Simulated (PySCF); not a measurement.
A structure optimised at PBE0-D3(BJ)/def2-SVP, used in a PySCF frequency run:

```xyz
7

Sb    -0.0002     0.0200     0.3816
O      1.5163    -0.9465    -0.4417
H      1.5620    -0.7928    -1.3954
O     -1.4352    -0.6972    -0.7987
H     -1.6138    -1.6365    -0.6708
O     -0.0020     1.6378    -0.7454
H     -0.5702     1.4556    -1.5090
```
Charge 0, spin multiplicity 1.

Q: Write its SMILES and formula.

A: [OH][Sb]([OH])[OH], H₃O₃Sb

Q: What are its rotational constants (standard atomic weights)?

A: 4.6656, 4.0916, 3.4279 GHz
